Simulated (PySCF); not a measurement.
Sn(H)(F)(NH2)2 (FH₅N₂Sn), SMILES [NH2][SnH]([NH2])[F].

Geometry: B3LYP-D3(BJ)/def2-SVP. The def2 effective core potentials stand for the cores of Sn; spin–orbit coupling is left out. One conformer was computed; it need not be the lowest.

These are TDA-PBE/def2-SVPD (PySCF) values and carry that method's errors.

Vertical excitations. The molecule is in vacuum.

```csv
state,energy (eV),λ (nm),f,main pairs
S1,4.97,249,0.034,HOMO→LUMO 91 %
S2,5.24,237,0.058,HOMO−1→LUMO 86 %
S3,5.88,211,0.034,HOMO→LUMO+1 92 %
S4,6.11,203,0.005,HOMO−1→LUMO+1 96 %
S5,6.15,202,0.020,HOMO→LUMO+2 78 %
S6,6.28,197,0.002,HOMO→LUMO+3 86 %
S7,6.47,191,0.018,"HOMO−1→LUMO+3 58 %, HOMO−1→LUMO+2 31 %"
S8,6.57,189,0.020,"HOMO−1→LUMO+3 40 %, HOMO−1→LUMO+2 38 %, HOMO−2→LUMO 13 %"
S9,6.70,185,0.072,"HOMO−2→LUMO 72 %, HOMO−1→LUMO+2 11 %"
S10,6.80,182,0.042,HOMO−3→LUMO 89 %
T1,4.39,282,0,HOMO→LUMO 99 %
T2,4.65,267,0,HOMO−1→LUMO 98 %
T3,5.67,219,0,HOMO→LUMO+1 97 %
T4,5.83,213,0,HOMO→LUMO+2 98 %
```
Triplets are in the Tamm–Dancoff approximation.
